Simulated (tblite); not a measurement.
Species: C7H12O.
Atom-mapped SMILES: `[CH3:1][C@H:2]1[CH2:3][C@@:4]([CH3:5])([CH:6]=[O:7])[CH2:8]1` (hydrogens: H9, H10, H11 on C1; H12 on C2; H13, H14 on C3; H15, H16, H17 on C5; H18 on C6; H19, H20 on C8)

Computed with GFN2-xTB (tblite), gas phase: L-BFGS steps from a force-field or distance-geometry start until the largest atomic force falls under 0.01 eV/Å.

Step 38: E = -684.3067 eV
```
atom  x, y, z in Å  |  force x, y, z in eV/Å
C1      2.4429   -0.3830   -0.4720   -0.031  -0.003  -0.066
C2      1.2628    0.4031    0.0759    0.032  -0.009  -0.064
C3      0.1024    0.6653   -0.9035    0.017   0.046  -0.050
C4     -0.8887   -0.0074    0.0657    0.015  -0.062  -0.051
C5     -1.9031    0.9040    0.7481    0.011  -0.030  -0.010
C6     -1.6420   -1.1734   -0.5203    0.044   0.057   0.054
O7     -1.5089   -1.6136   -1.6278    0.044  -0.014   0.070
C8      0.3063   -0.4042    0.9732    0.029   0.003   0.011
H9      2.1009   -1.2783   -0.9853   -0.056  -0.048   0.029
H10     3.0107    0.2069   -1.1881   -0.006   0.079   0.043
H11     3.1062   -0.6809    0.3380    0.005   0.018  -0.011
H12     1.6303    1.3172    0.5500   -0.080  -0.053   0.027
H13     0.2016    0.0997   -1.8309   -0.044   0.084   0.028
H14    -0.1111    1.7108   -1.1310    0.046  -0.123   0.006
H15    -2.2663    0.4423    1.6639   -0.016  -0.023   0.020
H16    -2.7536    1.0656    0.0892   -0.001   0.143  -0.002
H17    -1.4546    1.8608    1.0008    0.008   0.001  -0.027
H18    -2.3930   -1.5998    0.1793    0.084  -0.047  -0.012
H19     0.5321   -1.4703    0.9715   -0.079   0.023   0.019
H20     0.2200   -0.0541    2.0004   -0.022  -0.041  -0.016
```

Step 39: E = -684.3100 eV
```
atom  x, y, z in Å  |  force x, y, z in eV/Å
C1      2.4386   -0.3812   -0.4737   -0.021  -0.012  -0.059
C2      1.2602    0.4056    0.0738    0.024  -0.019  -0.045
C3      0.0997    0.6663   -0.9046    0.009   0.000  -0.033
C4     -0.8901   -0.0092    0.0644    0.002   0.006  -0.030
C5     -1.9001    0.9070    0.7489    0.006  -0.041  -0.023
C6     -1.6398   -1.1787   -0.5181    0.075   0.031   0.064
O7     -1.5023   -1.6239   -1.6233    0.024   0.003   0.088
C8      0.3056   -0.4020    0.9728   -0.005   0.002  -0.003
H9      2.0997   -1.2666   -1.0021   -0.100  -0.106   0.014
H10     3.0162    0.2107   -1.1776    0.030   0.127   0.018
H11     3.0907   -0.6937    0.3383    0.037   0.015   0.015
H12     1.6314    1.3182    0.5451   -0.083  -0.018   0.056
H13     0.2038    0.0978   -1.8279   -0.055   0.064  -0.025
H14    -0.1177    1.7087   -1.1369    0.046  -0.089   0.014
H15    -2.2802    0.4402    1.6554   -0.009  -0.032   0.013
H16    -2.7412    1.0876    0.0825    0.006   0.145   0.006
H17    -1.4413    1.8549    1.0197   -0.001  -0.021  -0.047
H18    -2.3823   -1.6115    0.1871    0.074  -0.032  -0.030
H19     0.5308   -1.4674    0.9741   -0.057  -0.001   0.012
H20     0.2132   -0.0522    1.9992   -0.003  -0.024  -0.003
```

Question: Estimate the geometry and energy of step 40. (The exact step hangs on the optimiser's Hessian estimate; all steps are aligned on step 39, rigid shifts and turns removed.)

Answer: E = -684.3137 eV, largest force 0.140 eV/Å
```
atom  x, y, z in Å  |  force x, y, z in eV/Å
C1      2.4341   -0.3792   -0.4769    0.022  -0.052  -0.037
C2      1.2575    0.4086    0.0699    0.007  -0.032  -0.003
C3      0.0964    0.6666   -0.9069    0.003  -0.058  -0.001
C4     -0.8915   -0.0112    0.0626   -0.007   0.083   0.012
C5     -1.8968    0.9096    0.7495   -0.025  -0.015  -0.019
C6     -1.6364   -1.1846   -0.5135    0.094  -0.013   0.061
O7     -1.4950   -1.6364   -1.6159    0.013   0.016   0.079
C8      0.3054   -0.3988    0.9725   -0.038  -0.001  -0.022
H9      2.0949   -1.2528   -1.0251   -0.098  -0.097   0.022
H10     3.0265    0.2198   -1.1623    0.035   0.119   0.021
H11     3.0715   -0.7123    0.3405    0.025   0.030  -0.027
H12     1.6314    1.3201    0.5387   -0.083   0.015   0.078
H13     0.2047    0.0959   -1.8257   -0.061   0.024  -0.095
H14    -0.1254    1.7044   -1.1449    0.039  -0.016   0.020
H15    -2.2995    0.4338    1.6438    0.016  -0.007  -0.043
H16    -2.7253    1.1184    0.0730    0.048   0.121   0.047
H17    -1.4245    1.8461    1.0441   -0.029  -0.080  -0.067
H18    -2.3692   -1.6250    0.1967    0.056  -0.016  -0.028
H19     0.5297   -1.4637    0.9793   -0.034  -0.022  -0.005
H20     0.2065   -0.0487    1.9977    0.019   0.000   0.007
```

The energy changes by -0.0037 eV. The first-order estimate −F·Δx gives -0.0052 eV and the mean of the old and new forces, exact on a quadratic surface, -0.0036 eV. The step makes an angle of 79° with the force vector and moves no atom by more than 0.036 Å.

What follows is the cost of the whole relaxation. The run took 0.55 s wall on one thread, Arm Neoverse V1 (aarch64), no GPU, shared host.
